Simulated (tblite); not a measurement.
Species: C₉H₁₄.
Atom-mapped SMILES: `[CH2:1]1[CH2:2][CH:3]([C@@H:4]2[CH2:5][C@@H:6]3[CH2:7][C@H:8]23)[CH2:9]1` (hydrogens: H10, H11 on C1; H12, H13 on C2; H14 on C3; H15 on C4; H16, H17 on C5; H18 on C6; H19, H20 on C7; H21 on C8; H22, H23 on C9)

Geometry (GFN2-xTB, Å), atoms numbered from 1 in this order:
```xyz
23
C9H14 angstrom
C     -2.7178    0.7943   -0.4933
C     -2.0757   -0.4781    0.0791
C     -0.7262    0.2595    0.1813
C      0.4703   -0.4380   -0.4355
C      1.1145   -1.6137    0.3412
C      2.4536   -0.8873    0.2950
C      2.3224    0.4259    0.9965
C      1.8163    0.2858   -0.4058
C     -1.3248    1.4279   -0.6262
H     -3.2702    0.6684   -1.4223
H     -3.3535    1.3104    0.2233
H     -2.0493   -1.3006   -0.6332
H     -2.4919   -0.8408    1.0166
H     -0.5043    0.5522    1.2082
H      0.2196   -0.7385   -1.4560
H      1.1009   -2.5527   -0.2075
H      0.7197   -1.7807    1.3434
H      3.4035   -1.3648    0.1186
H      1.6358    0.5270    1.8233
H      3.2290    1.0017    1.1122
H      2.1928    0.8972   -1.2100
H     -1.2061    2.4159   -0.1867
H     -0.9632    1.4560   -1.6525
```

Calculated harmonic vibrations of the isolated species, GFN2-xTB (tblite), most abundant isotopes, no scaling. The method is semi-empirical: single wavenumbers can be off by several per cent or more. One conformer, not necessarily the lowest.

Harmonic wavenumbers (cm⁻¹): 44.2, 60.9, 147.9, 171.0, 333.8, 370.2, 395.5, 487.8, 683.2, 725.1, 802.8, 817.1, 852.1, 854.6, 862.6, 936.0, 970.0, 977.9, 994.6, 1007.5, 1014.5, 1029.2, 1038.3, 1049.3, 1056.0, 1072.5, 1078.4, 1092.9, 1121.9, 1125.7, 1178.5, 1187.2, 1189.4, 1218.6, 1228.9, 1231.3, 1237.3, 1249.4, 1251.4, 1262.1, 1266.5, 1282.2, 1365.6, 1376.4, 1470.3, 1476.4, 1479.0, 1484.8, 1497.5, 2948.2, 2970.6, 2984.5, 2993.3, 3002.1, 3011.8, 3015.0, 3015.9, 3017.7, 3020.4, 3078.0, 3080.2, 3084.6, 3099.5.

A = 4063, B = 1032, C = 924.3 MHz; mass 122.110 u (most abundant isotopes); point group C1, symmetry number 1.

Question: Zero-point energy?

Answer: ½Σν̃ = 45214 cm⁻¹ = 540.88 kJ/mol.

Question: What is S at 500 K and 1 bar for an ideal gas of classical rigid rotors and harmonic oscillators?

Answer: Translation 179.53, rotation 126.98, vibration 175.14: S = 481.6 J/(mol K).

Question: And Cp and H(500 K) − H(0)?

Answer: Cp = 252.49 J/(mol K), of which vibrations give 219.23 (their classical limit is 63 R = 523.8); H(500 K) − H(0) = 64.55 kJ/mol without the zero-point energy, 47.92 from vibrations.

Question: How do the functions run with temperature in this model?

Answer: 
```
T (K)  S (J/(mol K))  Cp (J/(mol K))  H − H(0) (kJ/mol)  G − H(0) (kJ/mol)  ln q(vib)
  100          281.9            64.2               4.95             -23.24       1.53
  200          334.7            94.1              12.74             -54.21       3.40
  300          381.7           144.0              24.50             -90.02       5.27
  800          625.5           357.8             157.62            -342.80      16.79
 1000          710.4           402.3             233.87            -476.54      21.68
```

q(vib) and H(0) count from the zero-point level.

Question: What must be added to the electronic energy to get the Gibbs energy at 500 K and 1 bar?

Answer: ZPE + [H(500 K) − H(0)] − T·S = 540.88 + 64.55 − 240.82 = 364.61 kJ/mol.

Question: Which modes carry the vibrational entropy at 500 K?

Answer: 44.2 cm⁻¹: 25.47; 60.9 cm⁻¹: 22.81; 147.9 cm⁻¹: 15.48; 171.0 cm⁻¹: 14.29; 333.8 cm⁻¹: 8.96; 370.2 cm⁻¹: 8.17 J/(mol K); the other 57 give 79.97 together.

Hindered rotation and anharmonicity are outside this model. Other conformers, if any are populated, would add a mixing term that is left out. The structure is chiral; the term R ln 2 for an equal mix with its mirror image is left out.
